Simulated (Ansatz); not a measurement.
Spin states of MoO2 (SMILES [O]=[Mo]=[O]), each relaxed at B3LYP-D3(BJ)/def2-TZVP; lowest solutions found, singlets restricted, no spin–orbit coupling, no relativity up to Kr.
Multiplicity 3 (charge 0, multiplicity 3):
```xyz
3

Mo     0.3534    -0.2941     0.3576
O      0.8978     0.3425    -1.1178
O     -1.2843    -0.0009     0.6898
```
Multiplicity 1 (charge 0, multiplicity 1):
```xyz
3

Mo     0.396    -0.330     0.402
O      0.799     0.348    -1.076
O     -1.228     0.029     0.603
```

The values were computed with Ansatz (Gaussian orbitals). Values without a source in brackets are computed. In def2 rows elements past Kr take small-core potentials, without spin–orbit coupling.

The energy of multiplicity 1 less that of multiplicity 3 (kcal/mol) and the share of exact exchange:

```
functional          exact exchange (%)  value
------------------  ------------------  -----
PBE/def2-TZVPP                       0  11.49
PBE0/def2-TZVPP                     25  16.73
BLYP/def2-TZVPP                      0   8.98
B3LYP/def2-TZVPP                    20  12.84
BHLYP/def2-TZVPP                    50  18.71
r2SCAN/def2-TZVPP                    0  18.26
r2SCANh/def2-TZVPP                  10  19.55
```

Q: Take the value as linear in the share of exact exchange along PBE and PBE0. Give the slope, say whether the sign turns, and set the other functionals against that line.

A: 
Slope: (16.73 − (11.49))/2.5 = 2.10 kcal/mol for each 10 %. The line keeps its sign from 0 to 100 %. At 50 % it gives 22.0 kcal/mol. The LYP pair gives (18.71 − (8.98))/5 = 1.95 for each 10 %. BHLYP, at 50 %, lies -3.3 from the PBE line. B3LYP, at 20 %, lies -2.8 from the PBE line. r2SCAN, with none, stands 6.8 from PBE. The r2SCAN pair gives 1.29 for 10 %.

Ansatz is a quantum-chemistry and plane-wave program.
